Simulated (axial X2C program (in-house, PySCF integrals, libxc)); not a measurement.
## How long does OsF⁺ take?

A bond scan computed with an in-house relativistic program for diatomic molecules. Basis: Os dyall-cv3z [13s14p9d6f4g], F dyall-av3z [7s6p3d2f] (cores contracted in-house).

Input file and command:
```json
{"zs": [76, 9], "q": 1, "bas": ["dyall-cv3z", "dyall-av3z"], "levels": ["PBE0", "HF", "PW91"], "cc": true, "r0": 1.93, "thr": -2.0, "nmax": 90, "npts": 10, "nst": 2, "ntry": 6}
```
```bash
python so2c.py task.json out
```

Keys: zs atomic numbers; q charge; bas basis sets; levels methods; cc coupled cluster on or off; r0 starting distance in Å; thr threshold in hartree for freezing inner shells (an s shell follows its p shell); nmax most natural virtual spinors; npts points on the curve; nst determinants followed; ntry starts of the search. HF also brings MP2.

Hardware: 1 thread of Intel(R) Xeon(R) Platinum 8559C (Emerald Rapids), with other jobs on the host.

Wall time of one point of each curve, integrals apart:

| Hamiltonian | level | points | seconds a point |
| --- | --- | --- | --- |
| spin-free | PBE0 | 7 | 1 |
| spin-free | HF | 7 | 0.61 |
| spin-free | PW91 | 7 | 0.56 |
| 2c | PBE0 | 7 | 1.4 |
| 2c | HF | 7 | 1.3 |
| 2c | PW91 | 7 | 0.56 |

The rest:

Search with its distance optimisation 75 s, atoms 63 s, whole task 210 s. Coupled cluster runs on the points near the minimum only. The program drops outer points, and coupled cluster, when its time limit (not in the input) nears; MP2, further determinants and curves that did not converge are not in the table.
